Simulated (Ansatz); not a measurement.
Reaction (silylene formation by 1,1-elimination): `Cl[SiH2][GeH2][Cl]` → `[Cl][GeH2][Cl]` + `[SiH2]`

Program: Ansatz. Geometries: PBE0-D4/def2-TZVP. ΔE: electronic, gas phase. CCSD(T)/CBS adds triple-zeta CCSD(T) − MP2 to the extrapolated MP2 energy (def2 sets, frozen cores). This one scheme is used for every species. Functionals use def2-TZVPP. For Ge outer-core shells are correlated without core-valence functions, which leaves a few kJ/mol of doubt a bond. Scalar relativity is left out up to krypton. Each species was taken in one conformer, which may not be the lowest.

```tsv
level	ΔE (kJ/mol)
BLYP-D4	255.4
PBE-QIDH	283.7
revPBE	254.1
PBE0	276.5
r2SCANh	287.4
BHLYP	258.6
MP2/def2-TZVPP	276.6
MP2/CBS(def2)	288.8
```

Q: What does CCSD(T)/CBS give? (Best estimate.)

A: The calculation gave: +270.1 kJ/mol. The listed levels differ from it by -14.7, 13.6, -16.0, 6.4, 17.3, -11.5, 6.5, 18.7 kJ/mol.

Q: What do rigid-rotor, harmonic-oscillator terms from PBE0-D4/def2-TZVP frequencies (298.15 K, 1 bar) make of the CCSD(T)/CBS value? (Best estimate.)

A: The calculation gave: ΔZPE = -15.3 kJ/mol, ΔH = +258.0 kJ/mol, ΔS = 137 J/(mol·K), ΔG = +217.1 kJ/mol. Modes under 50 cm⁻¹ make the entropy rough.

Largest T1 diagnostic among the species: 0.014.

In def2-TZVPP, CCSD(T) changes the Hartree–Fock value by +19.9 kJ/mol (the triples alone add +4.5 kJ/mol) and MP2 by +38.6 kJ/mol. The D4 term adds +13.8 kJ/mol with B3LYP and +7.6 kJ/mol with PBE0; it sums over pairs of atoms, weighted by their polarisabilities, and B3LYP, whose exchange is more repulsive, gets the larger term. From BLYP to BHLYP (50 % exact exchange), in def2-TZVPP and without D4, ΔE moves by +20.1 kJ/mol.

B3LYP here is the variant with VWN-RPA as its local correlation; programs differ in this.
